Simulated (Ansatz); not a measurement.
`[OH][Al]([OH])[SiH3]` + `CC(C)[SiH3]` → `C[CH](C)[Al]([OH])[OH]` + disilane  (redistribution)

Program: Ansatz. Geometries: PBE0-D4/def2-TZVP. ΔE: electronic, gas phase. CCSD(T)/CBS adds triple-zeta CCSD(T) − MP2 to the extrapolated MP2 energy (def2 sets, frozen cores). Functionals use def2-TZVPP. B3LYP here is the variant with VWN-RPA as its local correlation; programs differ in this. Each species was taken in one conformer, which may not be the lowest.

```tsv
level	ΔE (kJ/mol)	difference from CCSD(T)/CBS
PBE-D4	12.2	-2.6
r2SCAN-D4	11.5	-3.3
B3LYP-D4	12.4	-2.4
ωB97X-V	14.6	-0.2
ωB97M-V	12.7	-2.1
PBE	12.2	-2.6
r2SCAN	11.6	-3.2
B3LYP	12.3	-2.5
HF/def2-TZVPP	17.8	3.0
SCS-MP2/def2-TZVPP	16.0	1.2
CCSD/def2-TZVPP	15.5	0.7
CCSD(T)/def2-TZVPP	15.2	0.4
HF/def2-QZVPP	17.8	3.0
HF/CBS(def2)	17.8	3.0
MP2/CBS(def2)	15.1	0.3
CCSD/CBS(def2)	15.0	0.2
CCSD(T)/CBS	14.8	0
```

Largest T1 diagnostic among the species: 0.013.
